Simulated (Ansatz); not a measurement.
`CO[SiH2][SiH2]O` + `C[S][Zn][SH]` → `C[S][Zn][S]C` + `O[SiH2][SiH2]O`  (substitution at a C–O bond)

Program: Ansatz. Geometries: PBE0-D4/def2-TZVP. ΔE: electronic, gas phase. CCSD(T)/CBS adds triple-zeta CCSD(T) − MP2 to the extrapolated MP2 energy (def2 sets, frozen cores). Functionals use def2-TZVPP. B3LYP here is the variant with VWN-RPA as its local correlation; programs differ in this. For Zn outer-core shells are correlated without core-valence functions, which leaves a few kJ/mol of doubt a bond. Scalar relativity is left out up to krypton. One conformer a species, not always the lowest.

| level | ΔE (kcal/mol) |
| --- | --- |
| B3LYP-D4 | -6.2 |
| B3LYP | -5.7 |
| MP2/def2-QZVPP | -8.5 |
| CCSD/CBS(def2) | -6.8 |

Task: What does CCSD(T)/CBS give? (An estimate is asked.)

Result: Ansatz gave: -7.4 kcal/mol. The listed levels differ from it by 1.2, 1.7, -1.1, 0.6 kcal/mol.

Largest T1 diagnostic among the species: 0.014.

In def2-TZVPP, CCSD(T) changes the Hartree–Fock value by −3.2 kcal/mol (the triples alone add −0.6 kcal/mol) and MP2 by −4.9 kcal/mol.
